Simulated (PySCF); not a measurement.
A geometry optimisation on `[SnH2]`.

Method: PBE0-D3(BJ)/def2-SVP geometry optimisation, gas phase, def2 core potentials past Kr (PySCF 2.14.0). Start geometry: GFN2-xTB. A driver script takes a list of jobs; this job's settings line and coordinates (Å) are shown.

Input:
```
{"job": {"xc": "PBE0", "basis": "def2-SVP", "d3": "d3bj", "grid": 1, "maxiter": 40, "kind": "geom"}, "charge": 0, "multiplicity": 1}
Sn     0.005160    -0.008860    -0.870070
H      1.236480    -0.017770     0.442810
H     -1.241640     0.026630     0.427260
```

Output:
```
step   0  E = -215.45054014  max force = 0.008104
step   1  E = -215.45085601  max force = 0.000921
step   2  E = -215.45086904  max force = 0.000103
optimisation converged
```

Energies in Eh; «max force» is the largest Cartesian gradient component in Eh/bohr.

Question: Give the first gradient maximum in eV/Å.

Answer: With 1 Eh/bohr = 51.422 eV/Å, 0.417 eV/Å.

Main results: final energy -215.45087 Eh after 2 steps; dipole 0.59 D.

Question: Where do the atoms end?

Answer: 0.030 Å rms from the input after alignment:
```
atom  x, y, z in Å
Sn1    0.0050   -0.0085   -0.8383
H2     1.2601   -0.0184    0.4269
H3    -1.2651    0.0269    0.4113
```

Question: Estimate the wall time. Hardware: one thread, x86-64 server, on a shared host.

Answer: About 1.0 s.
Labels such as C1 count atoms from 1, the log's own numbers from 0.
